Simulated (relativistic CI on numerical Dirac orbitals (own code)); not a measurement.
What each ingredient does to the levels of I23+

Base calculation: Dirac-Coulomb-Breit CI, KLI orbitals optimised for each configuration, model QED (radiative potential, 1s self-energy scaled to tabulated hydrogen-like ionisation energies), unscaled Slater integrals.

CI space (outside the closed core [Ar]): 3d¹⁰4s², 3d¹⁰4s4p, 3d¹⁰4p², 3d¹⁰4s4d, 3d¹⁰4d², 3d¹⁰4s4f, 3d¹⁰4p4d, 3d¹⁰4f², 3d¹⁰4p4f, 3d¹⁰4d4f, 3d¹⁰4s5s, 3d¹⁰4s5p, 3d¹⁰4s5d, 3d¹⁰4s5f, 3d¹⁰4s5g, 3d¹⁰4s6s, 3d¹⁰4s6p, 3d¹⁰4s6d, 3d¹⁰4s6f, 3d¹⁰4s7s, 3d⁹4s²4p, 3d⁹4s²4d, 3d⁹4s²4f, 3d⁹4s²5s, 3d⁹4s²5p, 3d⁹4s²5d. Double excitations out of closed p, d and f shells are left out; levels of such configurations are missing from the list, as are those of other unlisted configurations, and high levels can miss mixing partners. These lack a partner that the ground configuration has and come out too high: 3d⁹4s²4p, 3d⁹4s²4d, 3d⁹4s²4f, 3d⁹4s²5s, 3d⁹4s²5p.

Variants: (1) valence Slater integrals scaled by 0.9; (2) one mean potential for all configurations; (3) non-relativistic limit. Shifts of the energy above 3d¹⁰4s² ¹S0, in cm⁻¹, for the lowest level and the first level of each name with at least 55 % of one term (blank where a level changes its place among those of its configuration and J or its character, or is not in the variant):

```csv
Level,Base,Δ(1),Δ(2),Δ(3)
3d¹⁰4s² ¹S0,0,0,0,0
3d¹⁰4s4p ³P°0,353871,+1237,+100,-21716
3d¹⁰4s4p ³P°1,376721,+108,+111,-44566
3d¹⁰4s4p ³P°2,482872,+1187,+96,-150717
3d¹⁰4s4p ¹P°1,578450,-8176,+204,-131865
3d¹⁰4p² ³P0,825123,-2264,+179,-74054
3d¹⁰4p² ³P1,928188,-202,+174,-177119
3d¹⁰4p² ¹D2,932502,+649,+168,
3d¹⁰4p² ³P2,1053811,+873,+159,
3d¹⁰4p² ¹S0,1123625,-7189,+170,-279954
3d¹⁰4s4d ³D1,1186029,-609,+35,-162401
3d¹⁰4s4d ³D2,1194525,-801,+35,-170897
3d¹⁰4s4d ³D3,1210785,-586,+33,-187158
3d¹⁰4s4d ¹D2,1286377,-9923,+58,-186543
3d¹⁰4p4d ³F°2,1559803,+2791,+116,-191391
3d¹⁰4p4d ³F°3,1613736,+1597,+110,-245324
3d¹⁰4p4d ³D°1,1640149,-4842,+124,
3d¹⁰4p4d ³F°4,1707894,+3403,+96,-339482
3d¹⁰4p4d ³P°0,1741641,-2711,+112,-316725
3d¹⁰4p4d ³D°3,1741891,-2536,+98,-308056
3d¹⁰4p4d ³P°1,1746014,-2980,+112,
3d¹⁰4p4d ¹P°1,1834189,-10313,+116,-319063
```

At this charge energies of transitions that change n are usually good to better than 1 %, and those within a shell (Δn = 0) to a few per cent.

Ionisation energy from the two ground configurations alone: base 762.243 eV. The NIST ASD value (theoretical) is 762 eV.

LS names give the leading component of a level, which can be under half, so a name can repeat, a term be missing and a line seem to break the LS rules.
